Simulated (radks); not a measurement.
Results of a calculation; reference values are marked as such.
Problem. Valence configurations of K I (all share [Ar]). Level of theory: scalar-relativistic Kohn-Sham, r2SCAN, spin-polarised, spherical densities, finite nucleus; open shells are filled with parallel spins first; meta-GGA in the generalised Kohn-Sham scheme; Fermi nuclear charge, rms radius 3.4349 fm (a radial shooting solver on a logarithmic mesh with Libxc functionals). Order these by energy: 4s0.5 4p0.5; 3d1; 4p1; 4s1; 3d0.5 4s0.5.

Solution. From the lowest, in eV above it: 4s1 0.000; 4s0.5 4p0.5 0.821; 3d0.5 4s0.5 1.354; 4p1 1.597; 3d1 2.580. NIST lists [Ar] 4s1 as the ground configuration; this level of theory agrees among the configurations tried. The energies are those of spherical high-spin densities, not of single terms.
